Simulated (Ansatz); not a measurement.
Harmonic frequencies (cm⁻¹) at PBE0-D4/def2-TZVP from Ansatz: 26, 61, 64, 103, 158, 208, 218, 252, 315, 352, 425, 521, 542, 577, 606, 697, 798, 874, 935, 977, 1108, 1136, 1142, 1155, 1161, 1200, 1227, 1302, 1318, 1352, 1387, 1408, 1442, 1456, 1486, 3085, 3092, 3104, 3148.

Each molecule was computed in one conformer, which needn't be the lowest.

(1) Which molecule is it?
A. `FCC(F)(F)OC(F)(F)CF`
B. `FCC(F)(F)OC(F)C(F)F`
C. `CCCOC`
D. `FCC(F)(F)OCC(F)(F)F`

## Answers

(1) B.
